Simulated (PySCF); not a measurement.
An equivalent PySCF input for C²⁺ (carbon, charge +2), [He] 2s2, closed-shell 1S, with the non-relativistic Hamiltonian (point nucleus):

```python
from pyscf import gto, scf, dft, mp, cc
import basis_set_exchange as bse
mol = gto.M(atom="C 0 0 0", charge=2, spin=0, symmetry="D2h",
            basis=gto.basis.parse(bse.get_basis("cc-pVTZ", elements=["C"], fmt="nwchem", header=False)))
mf = dft.UKS(mol, xc="B88,P86")
mf.irrep_nelec = {'Ag': (2, 2)}
mf.kernel()
```

It reaches the same state as the run whose output follows, with an energy that differs only through the grid. The run itself started from symmetry-adapted Hartree-Fock orbitals and held the occupation by maximum overlap, on a logarithmic radial grid, so the iterations belong to that start.

```
SCF conv_tol = 1e-09
number electrons alpha = 2  beta = 2
XC functionals = B88,P86
    A. D. Becke.,  Phys. Rev. A 38, 3098 (1988)
    J. P. Perdew.,  Phys. Rev. B 33, 8822 (1986)
cycle= 1 E= -36.5053098161253  delta_E= -0.00107  |g|= 0.00286  |ddm|= 0.0775
cycle= 2 E= -36.5053108966024  delta_E= -1.08e-06  |g|= 0.000116  |ddm|= 0.00635
cycle= 3 E= -36.5053108979951  delta_E= -1.39e-09  |g|= 9.24e-07  |ddm|= 0.000121
cycle= 4 E= -36.5053108979952  delta_E= -9.95e-14  |g|= 3.97e-08  |ddm|= 2.43e-06
converged SCF energy = -36.5053108979952  <S^2> = -8.437695e-15  2S+1 = 1
```
